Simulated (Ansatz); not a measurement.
Reaction (ligand exchange at a B–C bond): `NBCF` + `OCF` → `NBOCF` + `CF`

Computed with Ansatz on PBE0-D4/def2-TZVP structures; ΔE is electronic, products minus reactants. CCSD(T)/CBS adds triple-zeta CCSD(T) − MP2 to the extrapolated MP2 energy (def2 sets, frozen cores). This one scheme is used for every species. DFT in def2-TZVPP. One conformer a species, not always the lowest.

`NBCF`:

Z-matrix (Å, degrees):
```
C
B 1 1.572
F 1 1.398 2 112.4
H 1 1.097 2 111.3 3 120.7
H 1 1.097 2 111.3 3 -120.7
N 2 1.382 1 119.5 3 0.0
H 2 1.199 1 120.1 3 180.0
H 6 1.004 2 124.1 1 180.0
H 6 1.008 2 121.3 1 -0.0
```

`OCF`:

Cartesian coordinates in Å:
```
O 0.196 0.918 -0.538
C -0.032 -0.124 0.321
F 0.812 -1.184 0.052
H -0.114 0.678 -1.417
H -1.052 -0.519 0.253
H 0.190 0.231 1.329
```

`NBOCF`:

Z-matrix (Å, degrees):
```
C
F 1 1.375
O 1 1.372 2 109.9
H 1 1.092 2 107.4 3 -118.2
H 1 1.096 2 107.1 3 121.7
B 3 1.378 1 120.1 2 88.8
N 6 1.391 3 118.4 1 -174.2
H 6 1.199 3 120.4 1 7.0
H 7 1.003 6 122.6 3 -178.9
H 7 1.006 6 122.7 3 2.2
```

`CF`:

Z-matrix (Å, degrees):
```
C
F 1 1.376
H 1 1.092 2 109.1
H 1 1.092 2 109.1 3 -120.0
H 1 1.092 2 109.1 3 120.0
```

```tsv
species	PBE0-D4 energy (Eh)
`NBCF`	-220.44915
`OCF`	-214.84492
`NBOCF`	-295.67690
`CF`	-139.65573
```

Q: Work out ΔE.

A: ΔE = (-295.67690) + (-139.65573) − (-220.44915) − (-214.84492) = -0.03856 Eh = -101.2 kJ/mol. CCSD(T)/CBS gives -105.4 kJ/mol.

Largest T1 diagnostic among the species: 0.012.

From PBE to PBE0 (25 % exact exchange), in def2-TZVPP and without D4, ΔE moves by −3.8 kJ/mol. In def2-TZVPP, CCSD(T) changes the Hartree–Fock value by +13.0 kJ/mol (the triples alone add +1.0 kJ/mol) and MP2 by +10.8 kJ/mol.
